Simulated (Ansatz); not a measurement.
C3H9AlF2Si (`C[Si](C)(C)[Al]([F])[F]`), relaxed with RKS PBE-D4/def2-SVP in the Gaussian-basis code of Ansatz from a rough embedded geometry. The force threshold is 0.03 eV/Å; the program also tests the step.

The species carries charge 0 and has multiplicity 1.

Start:

```xyz
16

C    -0.455   -0.758   -1.642
Si    0.020    0.012   -0.007
C     1.397   -0.978    0.718
C     0.604    1.689   -0.250
Al   -1.805    0.000    1.501
F    -3.328    0.897    1.067
F    -1.698   -0.938    3.033
H    -0.865   -1.803   -1.478
H    -1.347   -0.127   -2.109
H     0.352   -0.720   -2.367
H     1.720   -0.571    1.660
H     2.266   -1.030   -0.004
H     1.022   -2.010    0.868
H     0.899    2.214    0.686
H     1.474    1.772   -0.968
H    -0.257    2.351   -0.709
```

```
step  energy (eV)  largest force (eV/Å)  largest move (Å)
   1  -23141.8242                 3.616             0.000
   2  -23142.4489                 1.651             0.200
   3  -23142.6551                 0.353             0.090
   4  -23142.6666                 0.113             0.035
   5  -23142.6674                 0.093             0.019
   6  -23142.6683                 0.013             0.007
```

End:

```xyz
16

C    -0.522   -0.744   -1.669
Si    0.028   -0.012   -0.004
C     1.448   -1.040    0.721
C     0.595    1.781   -0.275
Al   -1.881   -0.009    1.532
F    -3.305    0.803    1.159
F    -1.884   -0.794    3.017
H    -0.852   -1.798   -1.568
H    -1.358   -0.164   -2.110
H     0.326   -0.721   -2.387
H     1.791   -0.630    1.692
H     2.313   -1.038    0.024
H     1.144   -2.093    0.886
H     0.937    2.253    0.668
H     1.443    1.802   -0.992
H    -0.221    2.404   -0.695
```

Hardware: 2 threads of an AMD EPYC 7R13 on a shared host. Wall time 22 s, peak host memory 0.24 GiB.
